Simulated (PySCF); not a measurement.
# A small calculation by hand: entropy of an ideal gas

BI₂, SMILES I[B]I (connectivity only; charge and spin as stated), charge +1, multiplicity 1.

Geometry: B3LYP-D3(BJ)/def2-TZVP. The spin state was assumed, not searched. The isomer is the one that the SMILES or the coordinates give; other isomers of the formula were not compared. The def2 effective core potentials stand for the cores of I; spin–orbit coupling is left out.

B3LYP-D3(BJ)/def2-TZVP in PySCF gives the harmonic wavenumbers 228, 230, 230, 1088 cm⁻¹ and the rotational temperature 0.0245 K. The molar mass is 264.62 g/mol, the symmetry number 2, the spin multiplicity 1.

Q: Work out the entropy at 298.15 K and 1 atm in the rigid-rotor, harmonic-oscillator model.

A: 
Translation (Sackur–Tetrode at 1 atm): S = R[1.5 ln M + 2.5 ln T − 1.16487] = 178.3 J/(mol K).
Rotation: q = T/(σ θ) = 6080, S = R[ln q + 1] = 80.8 J/(mol K).
Vibration: with u = 1.4388 ν/T, each mode gives R[u/(e^u − 1) − ln(1 − e^−u)]:
```json
[
 {"ν (cm⁻¹)": "228", "modes": "1", "u": "1.10", "S (J/(mol K))": "7.93"},
 {"ν (cm⁻¹)": "230", "modes": "2", "u": "1.11", "S (J/(mol K))": "15.72"},
 {"ν (cm⁻¹)": "1088", "modes": "1", "u": "5.25", "S (J/(mol K))": "0.27"}
]
```
These are all the modes. Sum 23.9 J/(mol K).
Spin: R ln 1 = 0.0 J/(mol K).
Total 283.0 J/(mol K); the program's own thermochemistry gives 283.0. Translation makes up 63 % and vibration 8 %. Anharmonicity, hindered rotation and orbital degeneracy are left out.
